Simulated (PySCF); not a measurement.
Isomers of C3H12N2Si2 side by side.

PySCF, CAM-B3LYP/def2-SVPD, density fitting, gas phase; each molecule at its own GFN2-xTB geometry, one conformer. Singlet excitations by full TDDFT with frozen cores and triplets by Tamm–Dancoff TDDFT. 

Torsions of the conformers computed, which needn't be the lowest (atom-mapped SMILES):
- `[CH2:1]=[C:2]([CH3:3])[SiH2:4][NH:5][SiH2:6][NH2:7]`: C1–C2–Si4–N5 14°, C2–Si4–N5–Si6 -172°, Si4–N5–Si6–N7 173°, H–N7–Si6–N5 175°, H–N7–Si6–N5 -51°
- `[CH2:1]=[CH:2][CH2:3][Si@H:4]([NH2:5])[NH:6][SiH3:7]`: C1–C2–C3–Si4 104°, C2–C3–Si4–N5 66°, C3–Si4–N6–Si7 172°, H–N5–Si4–C3 56°, H–N5–Si4–C3 -85°
- `[CH3:1]/[CH:2]=[N:3]\[SiH2:4][N:5]([CH3:6])[SiH3:7]`: C2–N3–Si4–N5 134°, N3–Si4–N5–C6 43°
- `[CH2:1]=[CH:2][C@@H:3]([SiH3:4])[NH:5][SiH2:6][NH2:7]`: C1–C2–C3–Si4 99°, C2–C3–N5–Si6 -172°, C3–N5–Si6–N7 -173°, H–N7–Si6–N5 -51°, H–N7–Si6–N5 177°
- `[CH3:1][NH:2][Si@H:3]1[CH2:4][Si@H:5]([NH2:6])[CH2:7]1`: C1–N2–Si3–C4 76°, H–N6–Si5–C4 -162°, H–N6–Si5–C4 63°
- `[CH3:1][NH:2][Si@H:3]1[CH2:4][Si@@H:5]([NH2:6])[CH2:7]1`: C1–N2–Si3–C4 -179°, H–N6–Si5–C4 161°, H–N6–Si5–C4 -65°
- `[CH2:1]=[CH:2][Si@H:3]([NH:4][CH3:5])[NH:6][SiH3:7]`: C1–C2–Si3–N4 -175°, C2–Si3–N4–C5 -178°, C2–Si3–N6–Si7 -69°
- `[NH2:1][SiH:2]([NH2:3])[CH:4]1[CH2:5][SiH2:6][CH2:7]1`: N1–Si2–C4–C5 176°, H–N1–Si2–N3 -51°, H–N1–Si2–N3 176°, H–N3–Si2–N1 -174°, H–N3–Si2–N1 -40°
- `[CH2:1]=[CH:2][SiH2:3][NH:4][SiH2:5][NH:6][CH3:7]`: C1–C2–Si3–N4 15°, C2–Si3–N4–Si5 -174°, Si3–N4–Si5–N6 176°, N4–Si5–N6–C7 177°

The conformers of `[SiH3]C[SiH]1NCCN1`, `CN1[SiH2]CNC[SiH2]1`, `CN1[SiH2]CN[Si@H]1C`, `[SiH3]N[C@H]1CNC[SiH2]1`, `CN1[SiH2]NC[Si@H]1C` and `NC[C@H]1[SiH2]CN[SiH2]1` aren't listed.

Reference: `C=C(C)[SiH2]N[SiH2]N`, with HOMO energy -8.69 eV, LUMO energy 0.99 eV, lowest singlet excitation 6.56 eV, lowest triplet excitation 4.29 eV and mean polarisability 103.0 au.

Changes against it:

```json
{"molecule": "C=C[C@@H]([SiH3])N[SiH2]N", "Δ electronic energy (kcal/mol)": "+31.8", "Δ HOMO energy (eV)": "+0.68", "Δ LUMO energy (eV)": "-0.12", "Δ lowest singlet excitation (eV)": "-0.69", "Δ lowest triplet excitation (eV)": "-0.05", "Δ mean polarisability (au)": "+3.3"}
{"molecule": "CN[Si@H]1C[Si@H](N)C1", "Δ electronic energy (kcal/mol)": "+0.7", "Δ HOMO energy (eV)": "+0.77", "Δ LUMO energy (eV)": "+0.25", "Δ lowest singlet excitation (eV)": "-0.55", "Δ lowest triplet excitation (eV)": "+1.49", "Δ mean polarisability (au)": "-2.0"}
{"molecule": "CN[Si@H]1C[Si@@H](N)C1", "Δ electronic energy (kcal/mol)": "+0.2", "Δ HOMO energy (eV)": "+0.85", "Δ LUMO energy (eV)": "+0.16", "Δ lowest singlet excitation (eV)": "-0.54", "Δ lowest triplet excitation (eV)": "+1.48", "Δ mean polarisability (au)": "-1.9"}
{"molecule": "CN1[SiH2]CNC[SiH2]1", "Δ electronic energy (kcal/mol)": "+21.9", "Δ HOMO energy (eV)": "+1.42", "Δ LUMO energy (eV)": "+0.02", "Δ lowest singlet excitation (eV)": "-1.38", "Δ lowest triplet excitation (eV)": "+0.65", "Δ mean polarisability (au)": "-3.0"}
{"molecule": "C=C[Si@H](NC)N[SiH3]", "Δ electronic energy (kcal/mol)": "+10.9", "Δ HOMO energy (eV)": "+0.42", "Δ LUMO energy (eV)": "-0.27", "Δ lowest singlet excitation (eV)": "-0.55", "Δ lowest triplet excitation (eV)": "+0.01", "Δ mean polarisability (au)": "-0.7"}
{"molecule": "CN1[SiH2]CN[Si@H]1C", "Δ electronic energy (kcal/mol)": "-7.4", "Δ HOMO energy (eV)": "+0.86", "Δ LUMO energy (eV)": "+0.24", "Δ lowest singlet excitation (eV)": "-0.66", "Δ lowest triplet excitation (eV)": "+1.37", "Δ mean polarisability (au)": "-5.1"}
{"molecule": "[SiH3]N[C@H]1CNC[SiH2]1", "Δ electronic energy (kcal/mol)": "+43.4", "Δ HOMO energy (eV)": "+1.05", "Δ LUMO energy (eV)": "+0.03", "Δ lowest singlet excitation (eV)": "-0.88", "Δ lowest triplet excitation (eV)": "+1.16", "Δ mean polarisability (au)": "-0.9"}
{"molecule": "N[SiH](N)C1C[SiH2]C1", "Δ electronic energy (kcal/mol)": "+8.6", "Δ HOMO energy (eV)": "+0.55", "Δ LUMO energy (eV)": "-0.06", "Δ lowest singlet excitation (eV)": "-0.41", "Δ lowest triplet excitation (eV)": "+1.62", "Δ mean polarisability (au)": "-1.7"}
{"molecule": "CN1[SiH2]NC[Si@H]1C", "Δ electronic energy (kcal/mol)": "-6.9", "Δ HOMO energy (eV)": "+0.86", "Δ LUMO energy (eV)": "+0.17", "Δ lowest singlet excitation (eV)": "-0.80", "Δ lowest triplet excitation (eV)": "+1.20", "Δ mean polarisability (au)": "-5.4"}
{"molecule": "C=C[SiH2]N[SiH2]NC", "Δ electronic energy (kcal/mol)": "+11.6", "Δ HOMO energy (eV)": "+0.47", "Δ LUMO energy (eV)": "-0.26", "Δ lowest singlet excitation (eV)": "-0.49", "Δ lowest triplet excitation (eV)": "+0.05", "Δ mean polarisability (au)": "-0.1"}
{"molecule": "NC[C@H]1[SiH2]CN[SiH2]1", "Δ electronic energy (kcal/mol)": "+24.8", "Δ HOMO energy (eV)": "+0.83", "Δ LUMO energy (eV)": "+0.13", "Δ lowest singlet excitation (eV)": "-0.86", "Δ lowest triplet excitation (eV)": "+1.17", "Δ mean polarisability (au)": "-2.2"}
```

Rows whose labels were lost:

```
row  Δ electronic energy (kcal/mol)  Δ HOMO energy (eV)  Δ LUMO energy (eV)  Δ lowest singlet excitation (eV)  Δ lowest triplet excitation (eV)  Δ mean polarisability (au)
  P                            +6.9               +0.75               +0.12                             -0.49                             +1.54                        -3.4
  Q                            -1.4               +0.46               +0.03                             -0.18                             +0.03                         0.0
  R                           +21.0               +0.67               -0.39                             -2.29                             -0.55                        +1.2
```

Which row belongs to which of `[SiH3]C[SiH]1NCCN1`, `C=CC[Si@H](N)N[SiH3]` and `C/C=N\[SiH2]N(C)[SiH3]`?

P = `[SiH3]C[SiH]1NCCN1`, Q = `C=CC[Si@H](N)N[SiH3]` and R = `C/C=N\[SiH2]N(C)[SiH3]`. P and Q are told apart most clearly by the lowest triplet excitation (+1.54 against +0.03 eV); P and R are told apart most clearly by the lowest triplet excitation (+1.54 against -0.55 eV); Q and R are told apart most clearly by the electronic energy (-1.4 against +21.0 kcal/mol); P comes close to the labelled row of `CN[Si@H]1C[Si@@H](N)C1` in every column.

Which row has the smallest HOMO–LUMO gap and which the largest, and does the HOMO or the LUMO shift more there?

Smallest, counted from the reference: `CN1[SiH2]CNC[SiH2]1`, -1.40 eV (HOMO +1.42, LUMO +0.02), the larger shift being that of the HOMO. Largest: Q, -0.43 eV (HOMO +0.46, LUMO +0.03), the larger shift being that of the HOMO. The gap of the reference itself lies above all of them.

Fit a straight line for the change of the LUMO energy against that of the lowest triplet excitation over the labelled rows, and test it on P, Q and R.

Over the 11 labelled rows the slope is 0.234 eV/eV, the intercept -0.19 eV, r = 0.81 and the standard error 0.11 eV. P: predicted +0.17, computed +0.12 eV; Q: predicted -0.18, computed +0.03 eV; R: predicted -0.32, computed -0.39 eV. The mean miss is 0.11 eV, against 0.17 eV for guessing the labelled rows' mean: the line helps only a little.
